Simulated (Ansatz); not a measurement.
CH3NOSi can be A, `O=C1N[SiH2]1`, or B, `N=C1O[SiH2]1`.

Gas-phase electronic energies from Ansatz, PBE0-D4/def2-TZVP geometries. CCSD(T)/CBS is the MP2 limit (def2-TZVPP, def2-QZVPP) plus CCSD(T) − MP2 in def2-TZVPP, frozen cores. DFT in def2-TZVPP. B3LYP here is the variant with VWN-RPA as its local correlation; programs differ in this. Each species was taken in one conformer, which may not be the lowest.

A:

```xyz
7

O    -1.0941    1.9237   -0.5001
C    -0.5227    0.9111   -0.2260
N     0.3184    0.0458   -0.8447
Si    0.0629   -0.5620    0.7668
H     0.6986    0.0575   -1.7830
H    -0.6879   -1.8348    0.8980
H     1.2248   -0.5413    1.6891
```

B:

```xyz
7

N     1.090    0.774   -1.419
C     0.455    0.171   -0.532
O     0.595   -1.143   -0.145
Si   -0.619   -0.414    0.796
H     0.781    1.738   -1.494
H    -1.997   -0.898    0.564
H    -0.306   -0.228    2.228
```

Task: Which is lower in electronic energy at CCSD(T)/CBS, and by how much? (Estimate.)

Result: Ansatz gave: A, by 2.6 kcal/mol.

Task: Give E(B) − E(A) in kcal/mol with B3LYP, ωB97M-V, CCSD(T)/def2-SVP, BLYP-D4, B3LYP-D4, PBE0-D4, B2PLYP. (An estimate is asked.)

Result: Computed: B3LYP 4.4, ωB97M-V 3.7, CCSD(T)/def2-SVP 7.8, BLYP-D4 4.2, B3LYP-D4 4.5, PBE0-D4 5.7, B2PLYP 3.9. None reverses the order clearly.

Task: Does the order hold for the free energy at 298.15 K (harmonic terms from PBE0-D4)? (Estimate.)

Result: The calculation gave: Yes: G(B) − G(A) = +3.0 kcal/mol, for one conformer each.

Largest T1 diagnostic: 0.018.

At CCSD(T), def2-SVP lies +5.3 kcal/mol from the extrapolated value and def2-TZVPP +0.1 kcal/mol. Leaving LDA and LC-ωPBE aside and taking each functional with its dispersion term where it has one, the values spread over 2.0 kcal/mol, from ωB97M-V to PBE0-D4. LDA lies +1.1 kcal/mol from PBE without D4.
